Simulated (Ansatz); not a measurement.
The same atomization along the group Si, Ge, Sn.

Isolated molecules relaxed with PBE0-D4/def2-TZVP in Ansatz; ΔE leaves out vibrations. CBS: MP2 limit from def2 TZ/QZ plus the TZ coupled-cluster correction, frozen cores. This one scheme is used for every species, atoms too. Functionals use def2-TZVPP. Open shells (•) are unrestricted, without spin–orbit coupling. Spin–orbit coupling would lower the free atoms: a little for F, Si; clearly for Br, Ge; strongly for Sn. Elements past krypton have def2 core potentials. For Br, Ge, Sn outer-core shells are correlated without core-valence functions, so the limit isn't a true one: a few kJ/mol of doubt a bond, and 10 to 20 or more in all where bonds break to atoms. Scalar relativity is left out up to krypton.

```json
{"reaction": "`F[Si]Br` → Br• + F• + Si•", "CCSD/CBS(def2) (kcal/mol)": "233.3", "PBE0-D4 (kcal/mol)": "233.7", "ωB97X-V (kcal/mol)": "236.6", "RPA@PBE/def2-TZVPP (kcal/mol)": "208.3"}
{"reaction": "`[F][Ge][Br]` → Br• + F• + Ge•", "CCSD/CBS(def2) (kcal/mol)": "209.2", "PBE0-D4 (kcal/mol)": "211.0", "ωB97X-V (kcal/mol)": "213.8", "RPA@PBE/def2-TZVPP (kcal/mol)": "185.6"}
{"reaction": "`[F][Sn][Br]` → Br• + F• + Sn•", "CCSD/CBS(def2) (kcal/mol)": "202.6", "PBE0-D4 (kcal/mol)": "201.0", "ωB97X-V (kcal/mol)": "204.9", "RPA@PBE/def2-TZVPP (kcal/mol)": "175.4"}
```

Problem. Give the CCSD(T)/CBS values in the same order. (Best estimate.)

Solution. Ansatz gave: 239.3, 215.8, 209.0 kcal/mol.

Largest T1 diagnostic: 0.014, for `[F][Sn][Br]`.

For atomizations the MP2-based limit and the directly extrapolated one differ by several kJ/mol either way, and by 10 to 25 for some Ge, Se and Sn compounds, so smaller differences from it don't rank the levels.
